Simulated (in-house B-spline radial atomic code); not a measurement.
A radial electron density 4πr²n(r) was computed for an atom or ion in its tabulated ground configuration with an all-electron radial atomic-structure program (B-spline basis); method: Dirac-Kohn-Sham AM05, spherical fractional occupations. Columns: r (bohr), 4πr²n(r) (electrons per bohr), bar.

```
 0.00156    1.567 #
 0.00188    2.183 ##
 0.00228    3.058 ##
 0.00275    4.215 ###
 0.00333    5.802 ####
 0.00402    7.872 ######
 0.00486    10.58 ########
 0.00587    14.01 ##########
  0.0071    18.27 #############
 0.00858    23.33 #################
  0.0104    29.17 #####################
  0.0125    35.12 #########################
  0.0152    41.28 ##############################
  0.0183    46.24 #################################
  0.0221    49.58 ####################################
  0.0268    50.54 ####################################
  0.0323    49.02 ###################################
  0.0391    45.82 #################################
  0.0472    42.89 ###############################
  0.0571    42.47 ###############################
   0.069    46.05 #################################
  0.0834    52.85 ######################################
   0.101     59.4 ###########################################
   0.122    60.95 ############################################
   0.147    55.52 ########################################
   0.178     45.6 #################################
   0.215     38.1 ############################
    0.26    37.71 ###########################
   0.314    42.36 ###############################
    0.38    44.61 ################################
   0.459    38.99 ############################
   0.555    27.04 ####################
   0.671    14.87 ###########
   0.811    6.862 #####
    0.98    3.079 ##
    1.18    1.477 #
    1.43   0.6084 
    1.73   0.1747 
    2.09  0.03006 
    2.53 0.002646 
    3.06 0.0001082 
    3.69 1.878e-06
```

Task: Which atom or ion is it?
A. Zr10+
B. Sr11+
C. Zr11+
D. Zr12+

Result: C. The area under the curve, ∫4πr²n dr = ∫r·4πr²n d(ln r) on this logarithmic grid, is 29 electrons, which only this option has. The configuration is [Ar] 3d10 4s1.
